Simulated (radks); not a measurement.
The numbers below are computed, except where a source is named.
Problem. Valence configurations of neutral tantalum (all share [Xe]). Level of theory: scalar-relativistic Kohn-Sham, r2SCAN, spin-polarised, spherical densities, finite nucleus; open shells are filled with parallel spins first (spin-orbit coupling, left out, can overturn this in heavy ions); meta-GGA in the generalised Kohn-Sham scheme; Fermi nuclear charge, rms radius 5.3507 fm (a radial shooting solver on a logarithmic mesh with Libxc functionals). Order these by energy: 4f13.5 5d4 6p1.5; 4f13 5d4 6s2; 4f13 5d3 6s2 6p1; 4f14 5d3.5 6s0.5 6p1; 4f14 5d1 6s1 6p3; 4f14 5d3 6s1 6p1; 4f14 5d3 6s2; 4f14 5d4 6s1; 4f12 5d5 6s2; 4f14 5d4 6p1.

Solution. From the lowest, in eV above it: 4f14 5d4 6s1 0.000; 4f14 5d3 6s2 0.282; 4f14 5d3 6s1 6p1 2.605; 4f14 5d3.5 6s0.5 6p1 3.507; 4f14 5d4 6p1 4.460; 4f14 5d1 6s1 6p3 11.486; 4f13.5 5d4 6p1.5 16.486; 4f13 5d4 6s2 23.579; 4f13 5d3 6s2 6p1 28.706; 4f12 5d5 6s2 53.250. NIST lists [Xe] 4f14 5d3 6s2 as the ground configuration; this level of theory puts 4f14 5d4 6s1 lower, by 0.282 eV. The energies are those of spherical high-spin densities, not of single terms.
